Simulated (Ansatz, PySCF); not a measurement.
This singlet lies 1.23 eV below the relaxed triplet at the level frozen-core CCSD(T)/cc-pVTZ // B3LYP-D3(BJ)/def2-TZVP (Ansatz, an electronic-structure program).

B3LYP has the VWN-RPA correlation part, as in Gaussian. 

# H$_{3}$FGeSi, SMILES `[F][Ge][SiH3]` (lower singlet) (charge 0, multiplicity 1)

All values below come from B3LYP-D3(BJ)/def2-TZVP (PySCF).

```yaml
HOMO: -6.39 eV
dipole_moment: 1.91 D
HOMO–LUMO gap: 3.04 eV
LUMO: -3.36 eV
total_energy: -2468.2841 Ha
cost: very roughly 28 core-seconds
```

Bonds (Å): F1–Ge2 1.779, Ge2–Si3 2.517, Si3–H4 1.487, Si3–H5 1.487, Si3–H6 1.487. Angles (°): F1–Ge2–Si3 92.5, Ge2–Si3–H4 109.4, Ge2–Si3–H5 109.4, Ge2–Si3–H6 113.1, H4–Si3–H5 108.4, H4–Si3–H6 108.2, H5–Si3–H6 108.2.
Charge 0, spin multiplicity 1.
